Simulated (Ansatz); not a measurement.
Stepwise reaction of `FBBF` with hydrogen fluoride, as a gas-phase model of exchange steps in deposition or etching. ΔE in kJ/mol.

Computed with Ansatz on PBE0-D4/def2-TZVP structures; ΔE is electronic, products minus reactants. CBS: MP2 limit from def2 TZ/QZ plus the TZ coupled-cluster correction, frozen cores. This one scheme is used for every species. Functionals use def2-TZVPP. B3LYP here is the variant with VWN-RPA as its local correlation; programs differ in this. One conformer a species, not always the lowest.

```
step                             reaction  PBE-D4  B3LYP-D4  ωB97M-V  CCSD(T)/CBS
   1        `FBBF` + H–F → `FBB(F)F` + H₂  -147.6    -149.4   -149.6       -142.2
   2  `FBB(F)F` + H–F → `FB(F)B(F)F` + H₂  -145.9    -147.4   -148.6       -140.7
```

Question: By hand: ΔE of the 2 steps together at CCSD(T)/CBS.

Answer: (-142.2) + (-140.7) = -282.9 kJ/mol, or -141.4 kJ/mol a step.

In ΔE the steps differ by no more than 1.5 kJ/mol. All are downhill at CCSD(T)/CBS. PBE-D4 differs from CCSD(T)/CBS by -5.4 to -5.2 kJ/mol a step. Isolated molecules leave out the surface, adducts and barriers. Largest T1 diagnostic: 0.014.
